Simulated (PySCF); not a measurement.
**Continuum solvent and chemical shifts**

Molfile (atoms numbered from 1):
```
C9H11F
     RDKit          3D

 21 21  0  0  0  0  0  0  0  0999 V2000
   -2.5491   -0.4077    0.8805 C   0  0  0  0  0  0  0  0  0  0  0  0
   -2.2455    0.6435   -0.1592 C   0  0  2  0  0  0  0  0  0  0  0  0
   -3.4220    0.9860   -0.8038 F   0  0  0  0  0  0  0  0  0  0  0  0
   -1.2459    0.2041   -1.2237 C   0  0  0  0  0  0  0  0  0  0  0  0
    0.1279   -0.0545   -0.6713 C   0  0  0  0  0  0  0  0  0  0  0  0
    0.5820   -1.3579   -0.4425 C   0  0  0  0  0  0  0  0  0  0  0  0
    1.8403   -1.5914    0.1099 C   0  0  0  0  0  0  0  0  0  0  0  0
    2.6664   -0.5208    0.4461 C   0  0  0  0  0  0  0  0  0  0  0  0
    2.2273    0.7835    0.2223 C   0  0  0  0  0  0  0  0  0  0  0  0
    0.9701    1.0120   -0.3320 C   0  0  0  0  0  0  0  0  0  0  0  0
   -3.2940   -0.0315    1.5962 H   0  0  0  0  0  0  0  0  0  0  0  0
   -2.9539   -1.3124    0.4010 H   0  0  0  0  0  0  0  0  0  0  0  0
   -1.6388   -0.6813    1.4332 H   0  0  0  0  0  0  0  0  0  0  0  0
   -1.8683    1.5589    0.3331 H   0  0  0  0  0  0  0  0  0  0  0  0
   -1.2097    0.9988   -1.9857 H   0  0  0  0  0  0  0  0  0  0  0  0
   -1.6415   -0.6985   -1.7161 H   0  0  0  0  0  0  0  0  0  0  0  0
   -0.0608   -2.2027   -0.7056 H   0  0  0  0  0  0  0  0  0  0  0  0
    2.1779   -2.6174    0.2762 H   0  0  0  0  0  0  0  0  0  0  0  0
    3.6536   -0.7021    0.8779 H   0  0  0  0  0  0  0  0  0  0  0  0
    2.8708    1.6294    0.4770 H   0  0  0  0  0  0  0  0  0  0  0  0
    0.6370    2.0385   -0.5126 H   0  0  0  0  0  0  0  0  0  0  0  0
  1  2  1  0
  2  3  1  0
  2  4  1  0
  4  5  1  0
  5  6  2  0
  6  7  1  0
  7  8  2  0
  8  9  1  0
  9 10  2  0
 10  5  1  0
  1 11  1  0
  1 12  1  0
  1 13  1  0
  2 14  1  1
  4 15  1  0
  4 16  1  0
  6 17  1  0
  7 18  1  0
  8 19  1  0
  9 20  1  0
 10 21  1  0
M  END
```

GIAO PBE0/pcSseg-1 in PySCF 2.14.0 with density-fitted response routines on one PBE0-D3(BJ)/def2-SVP conformer, non-relativistic, equivalent nuclei averaged. Solvents enter as an IEF-PCM continuum (benzene with ε = 2.3, chloroform with ε = 4.7) around the gas-phase geometry. Shifts are referred to TMS, CFCl3 computed in the same medium.

Gas phase, δ in ppm: C5 142.8, C6/C10 135.3, C7/C9 134.4, C8 132.4, C2 92.3, C4 46.7, C1 20.6, F3 -188.1, H18/H20 7.45, H19 7.38, H17/H21 7.30, H14 4.43, H15 3.26, H16 2.40. Dipole moment 1.81 D.

(1) How does each δ change in the continuum?

(2) Which nuclei move most (in ppm), and what does the model miss?

## Answers

(1) 
```
  atoms                                 environment  Δδ, benzene  Δδ, chloroform
     C5                 substituted aromatic carbon         +0.7            +1.1
 C6/C10                                 aromatic CH         +0.8            +1.3
  C7/C9                                 aromatic CH         +0.5            +0.9
     C8                                 aromatic CH         +0.6            +0.9
     C2                          sp3 CH bonded to F         +0.9            +1.4
     C4                 sp3 CH2 on an aromatic ring         -0.1            -0.1
     C1                               methyl carbon         +0.2            +0.3
     F3                   fluorine on an sp3 carbon         -2.6            -3.9
H18/H20                  hydrogen on an aromatic CH        +0.09           +0.14
    H19                  hydrogen on an aromatic CH        +0.08           +0.14
H17/H21                  hydrogen on an aromatic CH        +0.10           +0.17
    H14           hydrogen on an sp3 CH bonded to F        +0.09           +0.15
    H15  hydrogen on an sp3 CH2 on an aromatic ring        +0.02           +0.03
    H16  hydrogen on an sp3 CH2 on an aromatic ring        +0.07           +0.11
```

Changes are relative to the gas phase. The dipole moment becomes 1.93 D in benzene, 1.98 D in chloroform.

(2) F3 (fluorine on an sp3 carbon, -3.9 ppm) in chloroform. A continuum only polarises the solute; specific hydrogen bonds, the anisotropy of aromatic solvents and changes of geometry or conformer are outside it.
